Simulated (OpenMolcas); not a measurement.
# How basis sets differ on C2H3Cl2Si (SMILES [H]/[C]=C/[SiH](Cl)Cl)

The species is C2H3Cl2Si (8 atoms), meant as a doublet with charge 0. SMILES: `[H]/[C]=C/[SiH](Cl)Cl`. The coordinates come from a PBE0-D4/def2-TZVP relaxation. This is one conformer, not always the lowest.

```xyz
8

C    -0.4672    1.5498    0.6593
C    -0.1936    0.2791    0.7379
Si    0.3016   -0.6358   -0.7911
Cl   -1.0131   -2.1666   -1.1309
Cl    2.1641   -1.4435   -0.5346
H    -0.7725    2.3764    1.2856
H    -0.2496   -0.2621    1.6890
H     0.3225    0.2456   -1.9711
```

Quantity: the dipole moment, in D. The values are calculated.

```csv
level,kind,program,value (D),CPU time
ROHF/ANO-L-MB,Hartree–Fock,OpenMolcas,2.43,3.2 s
ROHF/ANO-R0 (sfX2C),Hartree–Fock,OpenMolcas,2.56,3.2 s
UHF/STO-3G,Hartree–Fock,OpenMolcas,3.56,1.9 s
UHF/3-21G,Hartree–Fock,OpenMolcas,3.86,3 s
UHF/def2-SVP,Hartree–Fock,OpenMolcas,2.42,10 s
```

The values span 2.42 to 3.86 D. Spin contamination of the reference (⟨S²⟩ at least 0.1 too high) touches UHF/STO-3G, UHF/3-21G, UHF/def2-SVP. Magnitudes only. Sets without polarisation functions give poor dipoles. Times are those of the runs behind each value, whatever else they computed, on shared processors of several kinds: orders of magnitude only.
